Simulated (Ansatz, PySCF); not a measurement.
This Ansatz (a quantum-chemistry and plane-wave program) input computes a B3LYP/def2-TZVPD energy:

Ansatz 0.2 input:
```yaml
crystal:
  periodic: [false, false, false]
  atoms:
    - {symbol: B, position_ang: [-0.78072456, -0.23845367, 0.00334708]}
    - {symbol: F, position_ang: [-1.37153002, 0.92378983, 0.00971963]}
    - {symbol: Cl, position_ang: [0.95572899, -0.41893178, -0.00613013]}
basis:
  gaussian:
    orbitals: def2-TZVPD
hamiltonian:
  xc: {name: B3LYP}
magnetization: {spin_polarized: true, initial_magnetization: 1}
output: {forces: true}
```

### Question
Write an input for the same energy in PySCF and say what it gives.

### Answer

```python
from pyscf import gto, scf, dft

mol = gto.M(
    atom='''
    B    -0.78072456   -0.23845367    0.00334708
    F    -1.37153002    0.92378983    0.00971963
    Cl    0.95572899   -0.41893178   -0.00613013
    ''',
    basis='def2-tzvpd',
    charge=0,
    spin=1,
    verbose=4,
)

mf = dft.UKS(mol, xc='b3lyp').density_fit(auxbasis='def2-universal-jkfit')
mf.grids.level = 3
mf.conv_tol = 1e-9
mf.max_cycle = 100
mf.max_memory = 1500
mf.kernel()
if not mf.converged:
    mf = mf.newton()
    mf.kernel(mf.make_rdm1())
for _ in range(2):
    mo, _, stable, _ = mf.stability(return_status=True)
    if stable:
        break
    mf.kernel(mf.make_rdm1(mo, mf.mo_occ))
mf.analyze()
```
It gives -584.99722 Eh, and Ansatz -584.99721 Eh, a difference of 0.01 mEh.

It need not be the lowest isomer of its formula.
